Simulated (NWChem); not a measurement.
System meant: C4H2F2O; SMILES C#CC(F)(C=O)F

Input file for NWChem:

```
start job
memory heap 200 mb stack 900 mb global 1100 mb
geometry units angstroms noautoz
  C      1.142265    -2.205211    -0.013159
  C      0.420969    -1.236107     0.032185
  C     -0.381073    -0.009656     0.042873
  F     -0.755349     0.314827     1.286929
  F     -1.496796    -0.171448    -0.711034
  C      0.414328     1.156686    -0.579473
  O      0.858151     2.051628     0.070301
  H      1.772565    -3.076609    -0.043422
  H      0.524153     1.070063    -1.688669
end
basis spherical
  * library def2-svp
end
dft
  odft
  mult 2
  xc b3lyp
  iterations 150
  mulliken
end
task dft energy
```

End of the output:

```
 Summary of "ao basis" -> "" (spherical)
 ------------------------------------------------------------------------------
       Tag                 Description            Shells   Functions and Types
 ---------------- ------------------------------  ------  ---------------------
 *                          def2-svp                  on all atoms

                                 NWChem DFT Module
                                 -----------------

 Summary of "ao basis" -> "ao basis" (spherical)
 ------------------------------------------------------------------------------
       Tag                 Description            Shells   Functions and Types
 ---------------- ------------------------------  ------  ---------------------
 C                          def2-svp                 6       14   3s2p1d
 F                          def2-svp                 6       14   3s2p1d
 O                          def2-svp                 6       14   3s2p1d
 H                          def2-svp                 3        5   2s1p

 Summary of "ao basis" -> "ao basis" (spherical)
 ------------------------------------------------------------------------------
       Tag                 Description            Shells   Functions and Types
 ---------------- ------------------------------  ------  ---------------------
 C                          def2-svp                 6       14   3s2p1d
 F                          def2-svp                 6       14   3s2p1d
 O                          def2-svp                 6       14   3s2p1d
 H                          def2-svp                 3        5   2s1p

  number of electrons :                   52
  multiplicity        :                    2
 ------------------------------------------------------------------------
  no. of electrons and multiplicity not compatible                  52
 ------------------------------------------------------------------------
 ------------------------------------------------------------------------
  current input line :
    24: task dft energy
 ------------------------------------------------------------------------
 ------------------------------------------------------------------------
 There is an error in the input file
 ------------------------------------------------------------------------
 For more information see the NWChem manual at https://nwchemgit.github.io

0: no. of electrons and multiplicity not compatible:Received an Error in Communication
```

Question: Find the fault in this run and fix the input.

Answer: The input was rejected before any calculation. Cause: the multiplicity doesn't fit the number of electrons (an even count wants an odd multiplicity, and the reverse). This input runs:
```
start job
memory heap 200 mb stack 900 mb global 1100 mb
geometry units angstroms noautoz
  C      1.142265    -2.205211    -0.013159
  C      0.420969    -1.236107     0.032185
  C     -0.381073    -0.009656     0.042873
  F     -0.755349     0.314827     1.286929
  F     -1.496796    -0.171448    -0.711034
  C      0.414328     1.156686    -0.579473
  O      0.858151     2.051628     0.070301
  H      1.772565    -3.076609    -0.043422
  H      0.524153     1.070063    -1.688669
end
basis spherical
  C library def2-svp
  F library def2-svp
  O library def2-svp
  H library def2-svp
end
dft
  xc b3lyp
  iterations 150
  mulliken
end
task dft energy
```
It converges to -428.10417 Ha (B3LYP/def2-SVP).
